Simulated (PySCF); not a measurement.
**Vibration and rotation of ZnP**

r²SCAN0 constants of ZnP, ⁴Σ⁻ (quartet), unpaired electrons σ ↑, π ↑↑ (Zn def2-SVP, P def2-SVP; no relativity (PySCF 2.14); masses 63.9291 and 30.9738 u):

| Item | Value |
| --- | --- |
| ωe | 235.1 cm⁻¹ |
| ωexe | 2.65 cm⁻¹ |
| Be | 0.13714 cm⁻¹ |
| αe | 0.00154 cm⁻¹ |
| De to Zn + P | 0.53 eV |

What force constant and bond length do these constants imply?

Reduced mass μred = 20.865 u; k = 5.8918×10⁻⁷·μred·ωe² (u, cm⁻¹, mdyn/Å) = 0.679 mdyn/Å; Re = √(16.8576/(μred·Be)) (u, cm⁻¹, Å) = 2.427 Å.

Estimate the centrifugal constant D from the Kratzer relation and find the Dunham coefficient a1.

D = 4Be³/ωe² = 1.87e-07 cm⁻¹; a1 = −1 − αeωe/(6Be²) = -4.21.

The state is the lowest determinant that a PBE0 search found; another state may lie lower at other levels.
